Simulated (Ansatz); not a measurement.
Ansatz (a quantum-chemistry and plane-wave program) input (MP2/6-31G*):

Ansatz 0.2 input:
```yaml
crystal:
  periodic: [false, false, false]
  atoms:
    - {symbol: C, position_ang: [-1.33980800, 1.37581300, -0.70593000]}
    - {symbol: Si, position_ang: [-0.56561800, -0.00526700, 0.31213800]}
    - {symbol: C, position_ang: [-1.10604600, -1.68859800, -0.33404100]}
    - {symbol: Si, position_ang: [1.77464200, 0.16655500, 0.25692900]}
    - {symbol: H, position_ang: [-2.42995100, 1.31249700, -0.67797100]}
    - {symbol: H, position_ang: [-1.02575400, 1.31222100, -1.74990100]}
    - {symbol: H, position_ang: [-1.04979000, 2.35743700, -0.32718800]}
    - {symbol: H, position_ang: [-1.00437100, 0.13308000, 1.72792800]}
    - {symbol: H, position_ang: [-0.78613900, -1.82890300, -1.36870200]}
    - {symbol: H, position_ang: [-0.67945900, -2.49726500, 0.26196600]}
    - {symbol: H, position_ang: [-2.19373000, -1.78415200, -0.30217000]}
    - {symbol: H, position_ang: [2.23260700, 1.47970500, 0.77921800]}
    - {symbol: H, position_ang: [2.27116000, 0.03509400, -1.13842900]}
    - {symbol: H, position_ang: [2.41421700, -0.90104100, 1.06813900]}
basis:
  gaussian:
    orbitals: 6-31G*
magnetization: {spin_polarized: false}
correlation: {method: mp2, electrons: outside_noble_gas}
relax: {f_tol: 0.003, max_steps: 120}
```

From the output:

```
these checks for a lower state are left out or cut short: starts, cluster_reference, orbital_swaps, neighbouring_geometries, increment
integrals: 0.05 GiB planned
1016 factors; integrals over basis functions are off by at most 7.5e-4 eV
mean field: 0.26 GiB planned
mean field -17943.09261967 eV, -659.3964915079 hartree, gradient 7.5e-7 eV, S^2 0.000000; 0 other end points of the search recorded, 0 dependent functions left out
12 core orbitals not correlated
reference -17943.09261967 eV, -659.3964915079 hartree; 13, 13 occupied and 63, 63 virtual orbitals, 1016 factors
densities: 0.19 GiB planned
second order -11.55568411 eV of doubles, -0.00000000 eV of singles
the calculation of the forces begins
relax step   4: F+E_penalty+E_count = -17954.64830378 eV  Δ(F+E_penalty+E_count) = -4.108e-5 eV  max|allowed force component| = 4.845e-3 eV/Å  Δτ_max = 0.0029 Å  (33 SCF iters, accepted)
these checks for a lower state are left out or cut short: starts, cluster_reference, orbital_swaps, neighbouring_geometries, increment
integrals: 0.05 GiB planned
1016 factors; integrals over basis functions are off by at most 7.5e-4 eV
mean field: 0.26 GiB planned
mean field -17943.09273312 eV, -659.3964956770 hartree, gradient 1.7e-6 eV, S^2 0.000000; 0 other end points of the search recorded, 0 dependent functions left out
12 core orbitals not correlated
reference -17943.09273312 eV, -659.3964956770 hartree; 13, 13 occupied and 63, 63 virtual orbitals, 1016 factors
densities: 0.19 GiB planned
second order -11.55557559 eV of doubles, -0.00000000 eV of singles
the calculation of the forces begins
relax step   5: F+E_penalty+E_count = -17954.64830871 eV  Δ(F+E_penalty+E_count) = -4.929e-6 eV  max|allowed force component| = 8.950e-4 eV/Å  Δτ_max = 0.0010 Å  (32 SCF iters, accepted)
these checks for a lower state are left out or cut short: cluster_reference
integrals: 0.05 GiB planned
1016 factors; integrals over basis functions are off by at most 7.5e-4 eV
mean field: 0.26 GiB planned
mean field evaluation 64: about -17943.0927 eV, gradient 1.7e-6 eV
mean field -17943.09273312 eV, -659.3964956770 hartree, gradient 1.7e-6 eV, S^2 0.000000; 1 other end points of the search recorded, 0 dependent functions left out
12 core orbitals not correlated
reference -17943.09273312 eV, -659.3964956770 hartree; 13, 13 occupied and 63, 63 virtual orbitals, 1016 factors
densities: 0.19 GiB planned
second order -11.55557559 eV of doubles, -0.00000000 eV of singles
the calculation of the forces begins
Total energy: -17954.64830871 eV, -659.8211552472 hartree
Atom 0 at    -1.342226     1.377317    -0.707848 Å, force     0.000494    -0.000638     0.000880 eV/Å
Atom 1 at    -0.556222    -0.003963     0.316980 Å, force    -0.000173    -0.000065    -0.000427 eV/Å
Atom 2 at    -1.108177    -1.690859    -0.335502 Å, force     0.000377     0.000895     0.000694 eV/Å
Atom 3 at     1.781016     0.167518     0.260858 Å, force    -0.000071    -0.000026    -0.000170 eV/Å
Atom 4 at    -2.433964     1.310030    -0.676862 Å, force    -0.000652     0.000022    -0.000052 eV/Å
Atom 5 at    -1.032846     1.311043    -1.755148 Å, force     0.000292    -0.000215    -0.000551 eV/Å
Atom 6 at    -1.057265     2.365642    -0.336394 Å, force     0.000059     0.000376    -0.000021 eV/Å
Atom 7 at    -1.002486     0.134257     1.736440 Å, force     0.000148     0.000011    -0.000003 eV/Å
Atom 8 at    -0.793231    -1.830080    -1.373949 Å, force     0.000266     0.000119    -0.000592 eV/Å
Atom 9 at    -0.685455    -2.508447     0.255112 Å, force     0.000115    -0.000357     0.000068 eV/Å
Atom 10 at    -2.198086    -1.782121    -0.301607 Å, force    -0.000641    -0.000130    -0.000033 eV/Å
Atom 11 at     2.240623     1.484268     0.784375 Å, force    -0.000006    -0.000033     0.000087 eV/Å
Atom 12 at     2.277548     0.035566    -1.138557 Å, force    -0.000196    -0.000010     0.000044 eV/Å
Atom 13 at     2.422730    -0.902995     1.074087 Å, force    -0.000012     0.000051     0.000076 eV/Å
Dipole moment:    -0.192842    -0.028497    -0.113601 e Å
Checks for a lower state left out: cluster_reference
```

The geometry given is a B3LYP-D3(BJ)/def2-TZVP minimum.
